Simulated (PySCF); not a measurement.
C₂H₅NO₂Si, SMILES O[Si@@H]1C=NCO1.

Coordinates come from a ωB97X-D3(BJ)/def2-SVP optimisation. The structure was generated by enumeration; whether it is a known compound was not checked. One conformer was computed; it need not be the lowest.

These are PySCF with TDA-M06-2X/def2-SVPD values and carry that method's errors.

Vertical excitations. Isolated molecule, no solvent.

Q: List the lowest excited states. (An estimate is asked for; the answer gives what the named calculation found.)

A: 
| state | energy (eV) | λ (nm) | f | main pairs |
|---|---|---|---|---|
| S1 | 4.37 | 284 | 0.000 | HOMO→LUMO 87 % |
| S2 | 6.96 | 178 | 0.129 | HOMO−1→LUMO 85 % |
| S3 | 7.10 | 175 | 0.002 | HOMO→LUMO+1 79 % |
| S4 | 7.43 | 167 | 0.021 | HOMO−3→LUMO 69 %, HOMO−2→LUMO 11 % |
| S5 | 7.54 | 164 | 0.038 | HOMO→LUMO+2 72 % |
| S6 | 7.86 | 158 | 0.019 | HOMO→LUMO+3 72 % |
| S7 | 8.04 | 154 | 0.005 | HOMO−1→LUMO+1 69 %, HOMO−1→LUMO+2 20 % |
| S8 | 8.26 | 150 | 0.073 | HOMO−2→LUMO 45 %, HOMO−4→LUMO 17 %, HOMO→LUMO+3 9 % |
| S9 | 8.41 | 147 | 0.033 | HOMO−4→LUMO 25 %, HOMO−7→LUMO 19 %, HOMO→LUMO+4 11 %, HOMO→LUMO+5 9 % |
| S10 | 8.50 | 146 | 0.012 | HOMO→LUMO+5 64 % |
| T1 | 3.64 | 341 | 0 | HOMO→LUMO 84 % |
| T2 | 5.02 | 247 | 0 | HOMO−1→LUMO 48 %, HOMO−2→LUMO 32 % |
| T3 | 6.82 | 182 | 0 | HOMO−2→LUMO 50 %, HOMO−1→LUMO 34 % |
| T4 | 7.04 | 176 | 0 | HOMO→LUMO+1 62 %, HOMO−3→LUMO 15 % |
Triplets are in the Tamm–Dancoff approximation.
